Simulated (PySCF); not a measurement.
# A survey of ¹⁹F NMR shifts

PySCF calculation with coordinates at the GFN2-xTB level and PBE0/pcSseg-1 with gauge-including orbitals; a single conformation, no relativistic terms, equivalent nuclei averaged, isolated molecule.

Shieldings were converted by a linear fit to measured shifts: ¹⁹F (scatter 6.0 ppm rms, 7.0 ppm with the 5 outliers that the fit left out vs CFCl3, solution or neat liquid, with a term for F on sp3 carbon). Occasional misses reach two or three times the rms, and more in compound classes unlike the fitted ones.

Give the ¹⁹F shifts of `FC/C=C\CCF`, `CC(=O)C1(F)C=C1`, `C#C[C@@H](F)[C@H]1CO1`, `CC(=O)C1=C[C@@H]1F`.

Results:


```json
{"compound": "[F:1][CH2:2]/[CH:3]=[CH:4]\\[CH2:5][CH2:6][F:7]", "environment": "F7: fluorine on an sp3 carbon", "δ (ppm)": "-212.4"}
{"compound": "[F:1][CH2:2]/[CH:3]=[CH:4]\\[CH2:5][CH2:6][F:7]", "environment": "F1: fluorine on an sp3 carbon", "δ (ppm)": "-228.6"}
{"compound": "CC(=O)C1(F)C=C1", "environment": "fluorine on an sp3 carbon", "δ (ppm)": "-145.0"}
{"compound": "C#C[C@@H](F)[C@H]1CO1", "environment": "fluorine on an sp3 carbon", "δ (ppm)": "-191.5"}
{"compound": "CC(=O)C1=C[C@@H]1F", "environment": "fluorine on an sp3 carbon", "δ (ppm)": "-146.1"}
```
